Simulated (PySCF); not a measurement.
**Electron correlation in Ir⁺ (iridium, charge +1)**

Starting occupation: [Xe] 4f14 5d6 6s1 6p1, 5d3/2 with m_j = +3/2, 5d5/2 with m_j = -3/2, -1/2, +1/2, +3/2, +5/2, 6s1/2 with m_j = +1/2, 6p3/2 with m_j = +3/2. All numbers are calculated (PySCF 2.14, X2C-1e with screened-nucleus spin-orbit coupling, Gaussian nucleus, in x2c-TZVPall-2c). Frozen: [Kr] 4d10 4f14; 16 electrons correlated; the 34 highest virtual spinors left out.

MP2 pair energies summed by pair of shells (mhartree):

| pair | energy | share (%) |
| --- | --- | --- |
| 5d-5p | -88.28 | 32.0 |
| 5d-5d | -63.96 | 23.2 |
| 5p-5p | -43.94 | 15.9 |
| 5d-6s | -20.87 | 7.6 |
| 5p-5s | -14.59 | 5.3 |
| 5d-6p | -11.76 | 4.3 |
| 5p-6s | -11.48 | 4.2 |
| 5d-5s | -9.67 | 3.5 |
| 5p-6p | -4.80 | 1.7 |
| 5s-5s | -2.93 | 1.1 |
| 6p-6s | -2.62 | 0.9 |
| 5s-6s | -0.82 | 0.3 |
| 5s-6p | -0.28 | 0.1 |

Total MP2 correlation energy: -276.01 mhartree.

The GHF reference relaxed away from the jj start to a determinant that is no pure jj level (⟨S²⟩ = 11.22, ⟨J²⟩ = 42.04); the energies belong to that determinant.

This basis was not built for core-valence correlation, so the inner-shell part is incomplete.
